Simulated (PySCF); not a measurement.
**A small calculation by hand: chemical shift, span and skew from a shielding tensor**

C4H6BF, SMILES C=C=CB(C)F. Atoms are numbered in the order given.

```xyz
12

C      2.7418    -0.0327    -0.1537
C      1.4997     0.1817    -0.4961
C      0.2347     0.3824    -0.8096
B     -0.9314    -0.0409     0.1328
C     -2.4486     0.2046    -0.1816
F     -0.6184    -0.6292     1.2939
H      3.3102     0.7137     0.4115
H      3.2494    -0.9664    -0.4185
H      0.0134     0.8649    -1.7715
H     -3.0589    -0.6757     0.0807
H     -2.8111     1.0297     0.4606
H     -2.6470     0.4852    -1.2263
```

Geometry: B3LYP-D3(BJ)/def2-SVP. The structure was generated by enumeration, and PubChem lists no compound with its InChIKey, so it may never have been made. The values are those of a single conformer.

GIAO shieldings from KT2/pcSseg-1 run with PySCF, non-relativistic, no solvent. The symmetric part of the tensor of C2 has the principal values -65.9, -53.9, 15.4 ppm. The same nucleus in TMS has σ = 185.1 ppm at this level (PySCF, at its B3LYP-D3(BJ)/def2-TZVP geometry).

Work out the isotropic shielding, the ¹³C shift against TMS, the span and the skew.


σ(iso) = (σ11 + σ22 + σ33)/3 = -34.8 ppm. δ = σ(ref) − σ(iso) = 185.1 − (-34.8) = 219.9 ppm.
Span Ω = σ33 − σ11 = 81.3 ppm. Skew κ = 3(σ(iso) − σ22)/Ω = 0.70. Tumbling in solution averages the tensor to δ; in a static solid the shielding alone would spread this spin-1/2 line over Ω.
